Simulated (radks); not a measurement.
In I, configuration [Kr] 4d8 5s2 5p3 (not the ground configuration).

Method: scalar-relativistic Kohn-Sham, AM05, spin-polarised, spherical densities, finite nucleus; open shells are filled with parallel spins first (spin-orbit coupling, left out, can overturn this in heavy ions); Fermi nuclear charge, rms radius 4.6156 fm; computed with a radial shooting solver on a logarithmic mesh with Libxc functionals.

Energy parts (hartree):
| part | energy |
|---|---|
| total | -5875.11877 |
| kinetic | 6122.24945 |
| electron-nucleus | -14188.91881 |
| Hartree | 2345.41529 |
| exchange-correlation | -153.86470 |

Orbitals (lengths in bohr, moments of r in powers of bohr):
\begin{tabular}{lrrrr}
orbital & occ. & eigenvalue (hartree) & <r^4> & <1/r> \\ \hline
1s up & 1 & -1019.279 & 3.728e-06 & 51.81 \\
1s down & 1 & -1019.277 & 3.728e-06 & 51.81 \\
2s up & 1 & -153.1316 & 0.0006532 & 11.81 \\
2s down & 1 & -153.1119 & 0.0006531 & 11.81 \\
2p up & 3 & -137.5564 & 0.0004688 & 11.37 \\
2p down & 3 & -137.5399 & 0.0004687 & 11.37 \\
3s up & 1 & -29.47420 & 0.02966 & 4.177 \\
3s down & 1 & -29.46023 & 0.02961 & 4.177 \\
3p up & 3 & -24.37588 & 0.03145 & 3.980 \\
3p down & 3 & -24.36040 & 0.03139 & 3.980 \\
3d up & 5 & -16.45204 & 0.02901 & 3.754 \\
3d down & 5 & -16.43172 & 0.02893 & 3.754 \\
4s up & 1 & -4.89325 & 0.9498 & 1.650 \\
4s down & 1 & -4.82448 & 0.9482 & 1.650 \\
4p up & 3 & -3.35233 & 1.370 & 1.500 \\
4p down & 3 & -3.28298 & 1.366 & 1.501 \\
4d up & 5 & -1.10912 & 3.844 & 1.199 \\
4d down & 3 & -1.03772 & 3.783 & 1.202 \\
5s up & 1 & -0.47207 & 58.25 & 0.5583 \\
5s down & 1 & -0.38742 & 63.25 & 0.5566 \\
5p up & 3 & -0.19718 & 169.5 & 0.4345 \\
5p down & 0 & -0.12092 & 271.3 & 0.4098 \\
\end{tabular}

The highest occupied level is 5p up at -5.366 eV. Spin moment in Bohr magnetons: 5. The density falls to 0.001 e/bohr^3 at r = 4.74 bohr. The spin density at the nucleus is -1.7803 e/bohr^3 (1s -0.3426, 2s -0.9354, 3s -0.0579, 4s -0.3542, 5s -0.0902). The electron density at the nucleus is 1.79e+05 e/bohr^3 (large components only). Summed over all electrons, <r^2> = 63.86 bohr^2, which gives a Langevin (diamagnetic) susceptibility term of -50.6 x 10^-6 cm^3/mol.
